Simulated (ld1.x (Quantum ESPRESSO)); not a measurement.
# nickel: one change to a TM semilocal potential, before and after

nickel (Ni), norm-conserving Troullier–Martins (semilocal form), made with ld1.x (Quantum ESPRESSO) 7.5 (PBE, scalar-relativistic). Core [Ne], reference 3s2 3p6 3d8 4s0 4p0 (charge +2). Waves: 3s (bound): rc 1.25 bohr; 3d (bound): rc 1.05 bohr; 3p (bound): rc 1.25 bohr. Local part: the p channel. Core correction: none.

All-electron outer shells of the reference configuration (PBE, scalar-relativistic, ld1.x):

```tsv
shell	level (eV)	outermost node (bohr)	outermost maximum (bohr)
2p	-864.10	–	0.16
3s	-130.75	0.30	0.64
3p	-91.10	0.27	0.65
3d	-28.37	–	0.63
4s	-21.65	0.91	2.02
4p	-15.02	0.99	2.44
```

Change: wave 3s (bound): rc 1.25 bohr becomes 3s (bound): rc 0.94 bohr.

Cutoffs: the cutoffs (Ry, on a coarse ladder) from which the occupation-weighted sum of valence levels, in a spherical-Bessel basis at the reference potential, stays within 10 and 1 mRy of its value at 400 Ry; they do not see the model core or the augmentation charge, which bear on the density cutoff. Errors are all-electron minus pseudo energies relative to the spin-unpolarised reference configuration.

Problem. How do hardness, ghosts and transferability respond?

Solution. Of the 7 tests that both files solve, the error grows in 2 and shrinks in 5 by more than 15 % and 0.3 meV (median size 2178.8 → 481.8 meV); the range in which the s phases agree widens (upper end -3.5 → -0.5); neither file shows a bound ghost. A semilocal file is local in each channel, so a ghost entry of none says nothing of the separable form that plane-wave codes build from it.

| quantity | base | changed |
| --- | --- | --- |
| cutoff, loose | 200 Ry | 200 Ry |
| cutoff, tight | 300 Ry | over 300 Ry |
| loose cutoff by channel (10 mRy a level) | s 50 Ry, d 180 Ry, p 70 Ry | s 140 Ry, d 180 Ry, p 70 Ry |
| bound ghosts | none | none |
| error for 3s2 3p6 3d8 4s2 4p0, meV [ΔE -26.67 eV] | +2179 | +482 |
| error for 3s2 3p6 3d8 4s1 4p0, meV [ΔE -17.35 eV] | +1397 | +311 |
| error for 3s2 3p6 3d7 4s0 4p0, meV [ΔE 37.47 eV] | -6.2 | -9.2 |
| error for 3s2 3p5 3d8 4s2 4p0, meV [ΔE 52.85 eV] | +3638 | +803 |
| error for 3s2 3p6 3d6 4s0 4p0, meV [ΔE 95.02 eV] | +4.2 | -15 |
| error for 3s2 3p6 3d7 4s2 4p0, meV [ΔE -10.55 eV] | +3546 | +812 |
| error for 3s2 3p6 3d7 4s2 4p1, meV [ΔE -16.13 eV] | +3152 | +734 |
| s: phases at 1.35 bohr within 0.05 rad from the reference energy up to (Ry; the scan ends near 5) | -3.5 | -0.5 |
| p: phases at 1.35 bohr within 0.05 rad from the reference energy up to (Ry; the scan ends near 5) | 3.1 | 3.1 |
| d: phases at 1.35 bohr within 0.05 rad from the reference energy up to (Ry; the scan ends near 5) | 4.2 | 4.2 |
